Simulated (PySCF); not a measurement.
The dipole of `C#C[C@H](C#N)COC` from its density and from atomic charges.

Coordinates (GFN2-xTB, Å) and charges (e) from the PBE0/pcSseg-1 density (PySCF):

| atom | x | y | z | Mulliken | IAO | Hirshfeld | ESP-fitted |
| --- | --- | --- | --- | --- | --- | --- | --- |
| C1 | -3.022 | -1.323 | -0.484 | -0.3455 | -0.2113 | -0.0928 | -0.4692 |
| C2 | -2.136 | -0.612 | -0.109 | +0.3102 | -0.0311 | -0.0324 | +0.0622 |
| C3 | -1.050 | 0.258 | 0.310 | -0.2999 | -0.1557 | +0.0117 | -0.1099 |
| C4 | -1.304 | 1.598 | -0.184 | +0.1551 | +0.1518 | +0.0880 | +0.3825 |
| N5 | -1.513 | 2.642 | -0.596 | -0.2370 | -0.2310 | -0.2169 | -0.4511 |
| C6 | 0.304 | -0.254 | -0.216 | +0.1532 | -0.0279 | +0.0168 | +0.1133 |
| O7 | 1.323 | 0.464 | 0.430 | -0.5237 | -0.3888 | -0.1387 | -0.3331 |
| C8 | 2.607 | 0.141 | -0.037 | -0.0280 | -0.2016 | -0.0352 | -0.1303 |
| H9 | -3.803 | -1.952 | -0.792 | +0.0504 | +0.2092 | +0.1007 | +0.3371 |
| H10 | -1.001 | 0.299 | 1.406 | +0.1986 | +0.2074 | +0.0782 | +0.1575 |
| H11 | 0.358 | -0.118 | -1.308 | +0.1196 | +0.1327 | +0.0418 | +0.0764 |
| H12 | 0.390 | -1.332 | -0.002 | +0.1256 | +0.1301 | +0.0409 | +0.0667 |
| H13 | 3.305 | 0.746 | 0.537 | +0.1305 | +0.1656 | +0.0566 | +0.1281 |
| H14 | 2.828 | -0.923 | 0.115 | +0.0919 | +0.1233 | +0.0393 | +0.0817 |
| H15 | 2.710 | 0.375 | -1.104 | +0.0990 | +0.1274 | +0.0419 | +0.0881 |

What dipole does each set of charges give (1 e·Å = 4.803 D), and what does the density give?

The full density gives (1.61, -4.24, 0.27) D, 4.54 D in size; dipole vectors point from the negative to the positive end.

```
    scheme    μx     μy     μz  size (D)  share of the full size (%)  angle to the full dipole (°)
  Mulliken  3.81  -3.10  -0.24      4.92                         108                            31
       IAO  1.48  -3.79  -0.35      4.08                          90                             8
 Hirshfeld  1.26  -2.74   0.32      3.04                          67                             5
ESP-fitted  1.66  -4.24   0.27      4.56                         100                             0
```

Which set comes closest?

Length of the difference vector: ESP-fitted 0.04 D, IAO 0.78 D, Hirshfeld 1.54 D, Mulliken 2.53 D. Closest: ESP-fitted. The schemes that divide the density aren't constrained to reproduce the dipole.

What is left for the Hirshfeld atoms' own dipoles?

The shares of the density sum to the whole, so what Σ q r misses lies in dipoles about the nuclei. The atomic dipoles sum to (1.61, -4.24, 0.27) − (1.26, -2.74, 0.32) = (0.35, -1.50, -0.05) D, 1.54 D in size.

With the origin at the mean of the coordinates, (0.000, 0.001, -0.136) Å, which are the largest single terms, by size, of the Hirshfeld dipole along the direction of the full one?

N5 +3.16, C4 -0.83, H14 +0.35, H12 +0.27, H9 +0.21 D; all 15 atoms together +3.03 D. The single terms depend on the origin, their sum doesn't.

Give the size of the full dipole in other units.

4.54 D = 1.788 au = 0.946 e·Å = 15.16 × 10⁻³⁰ C·m.

Geometry: GFN2-xTB, one conformer, isolated molecule.

Conformer computed: `[CH:1]#[C:2][C@H:3]([C:4]#[N:5])[CH2:6][O:7][CH3:8]`: C2–C3–C6–O7 -169°, C3–C6–O7–C8 -176°.
